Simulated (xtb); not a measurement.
xtb input (GFN2-xTB):

```bash
xtb mol.xyz --gfn 2 --ohess tight --chrg 1 --uhf 0
```
mol.xyz:
```
7

Si     0.44444816     0.04149624     0.24213424
Br     0.10877363    -1.58218483     1.77395821
Br     0.80645844     2.03705838     1.32051904
Br     2.24346314    -0.43086661    -0.98007351
O     -0.89413181     0.19610028    -0.77589689
H     -1.66821502     0.35369879    -0.14879404
H     -1.00562972    -0.57044711    -1.46345327
```

End of the output:

```
         :::::::::::::::::::::::::::::::::::::::::::::::::::::
         ::                  THERMODYNAMIC                  ::
         :::::::::::::::::::::::::::::::::::::::::::::::::::::
         :: total free energy         -18.728766912316 Eh   ::
         ::.................................................::
         :: total energy              -18.716866809920 Eh   ::
         :: zero point energy           0.025049101851 Eh   ::
         :: G(RRHO) w/o ZPVE           -0.036949204247 Eh   ::
         :: G(RRHO) contrib.           -0.011900102396 Eh   ::
         :::::::::::::::::::::::::::::::::::::::::::::::::::::
imag cut-off (cm-1) :    5.00
 found            1  significant imaginary frequency
 writing imag mode distorted coords to xtbhess.xyz
 for further optimization.

optimized geometry written to: xtbopt.xyz

           -------------------------------------------------
          | TOTAL ENERGY              -18.716866809920 Eh   |
          | TOTAL ENTHALPY            -18.682372320398 Eh   |
          | TOTAL FREE ENERGY         -18.728766912316 Eh   |
          | GRADIENT NORM               0.000619421986 Eh/α |
          | HOMO-LUMO GAP               4.738421425543 eV   |
           -------------------------------------------------

------------------------------------------------------------------------
------------------------------------------------------------------------
 total:
 SCF:
 ANC optimizer:
 analytical hessian:
```

It need not be the lowest isomer of its formula.
